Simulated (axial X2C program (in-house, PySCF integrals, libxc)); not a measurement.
## Low determinants of TiF⁻ at the PBE0 level, scalar-relativistic

Calculated with an in-house all-electron X2C program for linear molecules (integrals from PySCF). Spin-free means the one-electron spin-free X2C Hamiltonian. Basis: Ti dyall-acv3z [11s11p7d4f2g], F dyall-av3z [7s6p3d2f] (cores contracted in-house); Gaussian nuclei, density fitting, unrestricted open shells. Masses: Ti 47.948 u, F 18.998 u.

Search at 1.822 Å (vertical energies from the lowest determinant):

```csv
ΔE (eV),state,electrons beyond evenly filled partner blocks,"electrons in σ, π, δ, φ"
0.00,"M_S = 1, Λ = 0","δ+α, δ-α",18 12 2 0
0.22,"M_S = 1, Λ = 3","π+α, δ+α",18 13 1 0
0.58,"M_S = 2, Λ = 0","2 × σα, δ+α, δ-α",18 12 2 0
0.62,"M_S = 2, Λ = 1","σα, π+α, δ+α, δ-α",17 13 2 0
0.68,"M_S = 0, Λ = 3","π+α, δ+β",18 13 1 0
0.68,"M_S = 0, Λ = 1","π-α, δ+β",18 13 1 0
0.74,"M_S = 2, Λ = 2","σα, π+α, π-α, δ+α",17 14 1 0
```

Lowest determinant, M_S = 1, Λ = 0 (beyond evenly filled blocks: δ+α, δ-α): Re = 1.816 Å, ωe = 627.7 cm⁻¹.

The determinant in row 2 of the search, M_S = 1, Λ = 3 (beyond evenly filled blocks: π+α, δ+α), was followed along the bond at PBE0; measured from the minimum of the lowest determinant it gives:

Te = 0.204 eV (1642 cm⁻¹), Re = 1.859 Å, ωe = 581.7 cm⁻¹.

Task: Compare the bond of the determinant in row 2 with that of the lowest one.

Result: At PBE0 its Re is 0.043 Å longer and its force constant, which goes as ωe², is 0.86 times that of the lowest determinant. T0 ≈ Te + Δωe/2 = 1642 + (-23) = 1619 cm⁻¹.

The search compares states at one distance, so a state with another bond length can lie lower; it is not exhaustive and yields mostly the lowest determinant of each block pattern, so other components and higher states of one pattern are missing. These are energies of single determinants, not of spin-adapted states; PBE0 term energies can be off by some tenths of an eV, and the functional has no current term. The lowest determinant need not be the ground state where others lie within half an eV. For an anion, determinants above electron detachment are held by the basis set. The highest occupied level of some functionals is positive through self-interaction error; at Hartree–Fock it is bound. Row 1 is spin-contaminated (⟨S²⟩ = 2.23 against 2.00), so its values are not those of a pure state. Row 1 has a positive highest level at its minimum. Row 2 has a positive highest level at its minimum.
